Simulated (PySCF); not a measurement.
A series of derivatives of C[SiH](C[SiH3])C[SiH2]F

Parent skeleton `[CH3:1][SiH:2]([CH2:3][SiH3:4])[CH2:5][SiH2:6][F:7]`; one hydrogen on atom 2 is replaced by X. Hydrogens on one atom are averaged.

[PySCF 2.14: GFN2-xTB geometry; GIAO PBE0/pcSseg-1 shieldings; relativity neglected; one averaged value for each set of equivalent atoms; isolated molecule; one conformer]

Scale: 13C, 29Si, 1H against TMS; CFCl3 for 19F (reference shieldings calculated alike).

**Question.** Give δ (ppm) for X = vinyl, OH, PH2, Cl, CH2F, ethynyl.

**Answer.** 
```tsv
X	SMILES	C1	Si2	C3	Si4	C5	Si6	F7	H(C1)	H(C3)
vinyl	C=C[Si@](C)(C[SiH3])C[SiH2]F	0.5	-4.8	-8.3	-78.2	5.4	9.3	-225.3	0.20	0.15
OH	C[Si@](O)(C[SiH3])C[SiH2]F	1.6	11.5	-2.6	-78.5	7.7	7.9	-223.6	0.26	-0.05
PH2	C[Si@@](P)(C[SiH3])C[SiH2]F	6.9	9.1	-3.4	-76.2	5.2	8.3	-221.6	0.45	0.12
Cl	C[Si@@](Cl)(C[SiH3])C[SiH2]F	6.0	29.6	0.1	-78.5	10.7	7.0	-223.8	0.42	0.19
CH2F	C[Si@@](CF)(C[SiH3])C[SiH2]F	-3.1	-0.9	-10.3	-78.2	3.1	5.9	-209.3	0.02	-0.09
ethynyl	C#C[Si@@](C)(C[SiH3])C[SiH2]F	2.1	-18.0	-4.2	-77.5	3.2	9.0	-224.4	0.30	0.21
```

**Question.** Which position responds most, and to which substituents?

**Answer.** Si2: from -18.0 ppm with ethynyl to 29.6 ppm with Cl.

Unscaled 19F shifts against computed CFCl3 carry errors that often reach 10 to 50 ppm.
